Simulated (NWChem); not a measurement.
**CH4NO (+1) in NWChem**

SMILES: [NH3+]C=O
```xyz
7

N      1.1085    -0.1283     0.0000
C     -0.4216    -0.3528     0.0000
O     -1.1205     0.5820     0.0000
H      1.5552    -0.5479     0.8311
H      1.5552    -0.5479    -0.8311
H      1.2987     0.8866     0.0000
H     -0.6750    -1.4318     0.0000
```
Charge +1, spin multiplicity 1.

All runs are NWChem calculations. All single points use one geometry, from PBE0/def2-SVP, a minimum by its harmonic frequencies.

Symmetry labels belong to the abelian group Cs used in the runs, with the axes of the coordinates shown.

The Pople sets run with spherical d functions. The structure started from a generated list of species.

Q: List the lowest 6 singlet excitations that CIS/6-31+G* (spherical d) gives, with oscillator strengths.

A: 
| state | symmetry | energy (eV) | wavelength (nm) | f |
|---|---|---|---|---|
| 1 | a" | 5.69 | 218 | 0.001 |
| 2 | a' | 10.25 | 121 | 0.112 |
| 3 | a" | 10.61 | 117 | 0.004 |
| 4 | a' | 11.13 | 111 | 0.143 |
| 5 | a' | 12.06 | 103 | 0.273 |
| 6 | a' | 12.50 | 99 | 0.170 |
